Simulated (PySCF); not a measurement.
Computed, not measured: delta-SCF UKS SCAN, pcX-2 on the ionised atom, pcseg-1 elsewhere, spin-free X2C in PySCF 2.14.0. Geometries: GFN2-xTB; isolated species, one conformer each. Values against the vacuum level. Spin–orbit and ligand-field terms were added within each 2p shell after the spin-free SCF.

(1) Rank by computed C 1s binding energy, lowest first.
A. C1 in `[CH2:1]=[C:2]([CH:3]=[O:4])[SiH2:5][NH2:6]`
B. C1 in `[CH2:1]=[CH:2][SiH2:3][N:4]=[CH2:5]`
C. C4 in `[CH2:1]=[N:2][SiH:3]1[CH2:4][CH2:5]1`
D. C5 in `[O:1]=[CH:2][NH:3][SiH:4]1[CH2:5][CH2:6]1`

(2) Rank by computed Si 1s binding energy, lowest first.
A. Silicon in `C=N[SiH]1CC1`
B. Silicon in `O=CN[SiH]1CC1`
C. Si1 in `[SiH3:1][O:2][SiH2:3][CH2:4][Cl:5]`

(3) Order these sites by rising Si 2p3/2 binding energy.
A. Silicon in `O=CN[SiH]1CC1`
B. Si1 in `[SiH3:1][O:2][SiH2:3][CH2:4][Cl:5]`
C. Silicon in `C=C[SiH2]N=C`

## Answers

(1) C (289.64 eV), D (289.90 eV), B (290.37 eV), A (290.91 eV).

The highest is bonded to C (double bond) and 2 H, the lowest to C, 2 H and Si; the range is 1.27 eV.

(2) A (1846.24 eV), B (1846.80 eV), C (1847.54 eV).

From the lowest up, the atoms are bonded to: N, 2 C and H (1846.24); N, 2 C and H (1846.80); O and 3 H (1847.54).

(3) C (106.62 eV), A (106.98 eV), B (107.65 eV).

The highest is bonded to O and 3 H, the lowest to N, C and 2 H; the range is 1.03 eV.
